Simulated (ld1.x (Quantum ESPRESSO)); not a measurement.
Reading a pseudo-wave (oxygen (O))

Columns: radius, all-electron u(r) and pseudo u(r) of the 2p shell (level -9.53 eV) of oxygen in the configuration [He] 2s1 2p5; PW91, scalar-relativistic, PAW scheme, ld1.x (Quantum ESPRESSO) 7.5.

| r (bohr) | all-electron | pseudo |
| --- | --- | --- |
| 0.108 | 0.1177 | 0.0107 |
| 0.215 | 0.3211 | 0.0417 |
| 0.322 | 0.5099 | 0.0906 |
| 0.430 | 0.6569 | 0.1545 |
| 0.538 | 0.7578 | 0.2284 |
| 0.645 | 0.8175 | 0.3062 |
| 0.752 | 0.8445 | 0.3832 |
| 0.860 | 0.8469 | 0.4552 |
| 0.968 | 0.8315 | 0.5170 |
| 1.075 | 0.8042 | 0.5650 |
| 1.182 | 0.7692 | 0.5978 |
| 1.290 | 0.7292 | 0.6149 |
| 1.398 | 0.6868 | 0.6167 |
| 1.505 | 0.6440 | 0.6050 |
| 1.612 | 0.6015 | 0.5826 |
| 1.720 | 0.5596 | 0.5522 |
| 1.828 | 0.5193 | 0.5173 |
| 1.935 | 0.4812 | 0.4810 |
| 2.042 | 0.4451 | 0.4452 |
| 2.150 | 0.4109 | 0.4109 |
| 2.258 | 0.3787 | 0.3787 |
| 2.365 | 0.3491 | 0.3491 |
| 2.472 | 0.3214 | 0.3214 |
| 2.580 | 0.2956 | 0.2956 |
| 2.688 | 0.2717 | 0.2717 |
| 2.795 | 0.2498 | 0.2498 |

Task: How many radial nodes do the two functions have?

Result: The all-electron 2p function has n − l − 1 = 0; the pseudo-wave has 0.

Task: At about which radius was the pseudo-wave matched?

Result: 2.15 bohr. The columns agree to 0.0005 from 1.94 bohr on; several derivatives are matched, so the curves merge somewhat inside the radius.

Task: Where does each function peak?

Result: Outermost all-electron maximum near 0.86 bohr, pseudo maximum near 1.40 bohr (to the table’s step).

Task: Is the pseudo-wave norm-conserving?

Result: No, it belongs to a PAW set: the norm inside the radius is not constrained, and the difference is carried by the augmentation charge.
